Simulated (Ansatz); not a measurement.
Ge(F)2(Br)(OH) (BrF2GeHO), SMILES [OH][Ge]([F])([F])[Br].

Geometry optimised at r2SCAN-D4/def2-SVP. The values are those of a single conformer.

Two levels are set side by side: PBE/def2-SVPD (Ansatz, a quantum-chemistry and plane-wave program) and PBE0/def2-SVPD (Ansatz). Energy differences of separate SCF runs at the same geometry; the states with an electron removed or added have multiplicity 2 and 2. Differences are taken from unrounded values.

| quantity | PBE0 |
|---|---|
| vertical ionisation energy (eV) | 12.00 |
| vertical singlet–triplet gap (eV) | 5.97 |

Question: What does PBE give, and how far is it from PBE0? (Estimate from the structure and the level; the computed values follow.)

Answer: 
```csv
quantity,PBE,PBE minus PBE0
vertical ionisation energy (eV),11.47,-0.53
vertical singlet–triplet gap (eV),5.46,-0.52
```
